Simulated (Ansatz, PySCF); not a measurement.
Pulling on the Be1–H2 bond in C2H6Be (SMILES [BeH][CH2]C) (multiplicity 1 held, fragments rigid). Energies count from the point at 1.332 Å.
Geometry at that point (charge 0, multiplicity 1):
```tsv
atom	x (Å)	y (Å)	z (Å)
Be	-1.4452	-0.3387	0.7701
H	-2.6893	-0.1958	1.2244
C	0.1257	-0.5230	0.1984
C	0.7015	0.6578	-0.6109
H	0.1697	-1.4350	-0.4126
H	0.7852	-0.7314	1.0519
H	0.7254	1.5770	-0.0208
H	0.1033	0.8659	-1.5011
H	1.7234	0.4649	-0.9477
```

Restricted levels (R-, RO-) in cc, def2 and unpolarised 6-31G sets keep to the state of the molecule at rest. Left out are points that failed, MP2 points that dive below the minimum, coupled-cluster points behind a jump of the amplitudes or a sharp parting from full CI or MRCI, small-basis points behind a change of solution, and semi-empirical points at long bonds.

Rows in 3-21G, 6-31G* carry no dispersion term and start afresh at each structure (6-31G* with six Cartesian d functions). MP2/6-31G* freezes PySCF's default core, which is smaller on s-block atoms.

Run with Ansatz (Gaussian orbitals); PySCF for 3-21G rows, 6-31G* rows. Values without a source in brackets are computed.

Energies in kJ/mol.

| R (Å) | R-HF/3-21G | R-BP86/6-31G* | R-r2SCAN/aug-cc-pVTZ | R-MP2/6-31G* |
|---|---|---|---|---|
| 1.066 | 87 | 84 | 80 | 84 |
| 1.199 | 19 | 19 | 17 | 18 |
| 1.332 | 0 | 0 | 0 | 0 |
| 1.465 | 10 | 8 | 10 | 10 |
| 1.599 | 36 | 31 | 35 | 37 |
| 1.798 | 91 | 80 | 85 | 92 |
| 1.998 | 152 | 134 | 142 | 152 |
| 2.331 | 256 | 222 | 231 | 249 |
| 2.664 | 353 | 296 | 308 | 333 |
| 3.064 | 455 | 367 | 380 | 414 |
| 3.597 | 567 | 432 | 447 | 486 |
| 4.263 | 671 | left out | 497 | 522 |

Doubts at one or more of the structures used: a restricted determinant that unrestricted orbitals would lower (R-HF/3-21G, R-BP86/6-31G*, R-r2SCAN/aug-cc-pVTZ, R-MP2/6-31G*).

Ansatz is a quantum-chemistry and plane-wave program.
